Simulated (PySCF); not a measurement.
## Excited states of Nb(29+) (niobium, charge +29)

Ground state [Ne] 3s2, ¹S. Computed with PySCF 2.14 in an uncontracted even-tempered set (20 s from 0.656 bohr⁻², ratio 2.5; 13 p from 0.864 bohr⁻², ratio 2.5; 8 d from 1.02 bohr⁻², ratio 2.7; 4 f from 30 bohr⁻², ratio 2.7), with the spin-free X2C one-electron Hamiltonian (Gaussian nucleus). Vertical excitation energies in eV without spin-orbit coupling; excited terms of each kind are numbered among those the solver found. Frozen: 1s2.

```json
{"term": "1 3P°", "leading excitation": "3s → p", "EOM-EE-CCSD": "74.231"}
{"term": "1 1P°", "leading excitation": "3s → p", "EOM-EE-CCSD": "98.712"}
{"term": "1 3D", "leading excitation": "3s → d", "EOM-EE-CCSD": "186.95"}
{"term": "1 1D", "leading excitation": "3s → d", "EOM-EE-CCSD": "207.15"}
{"term": "1 3S", "leading excitation": "3s → s", "EOM-EE-CCSD": "754.30"}
{"term": "1 1S", "leading excitation": "3s → s", "EOM-EE-CCSD": "760.24"}
{"term": "2 3P°", "leading excitation": "3s → p", "EOM-EE-CCSD": "790.63"}
{"term": "2 1P°", "leading excitation": "3s → p", "EOM-EE-CCSD": "791.12"}
{"term": "2 3D", "leading excitation": "3s → d", "EOM-EE-CCSD": "831.41"}
```

The spin-orbit splitting of the hole, absent here, rivals or exceeds the spacing of these terms, so the LS terms are model states.

Doubly excited terms such as np² are absent. The solver can miss terms. The 22 highest virtual orbitals were dropped.
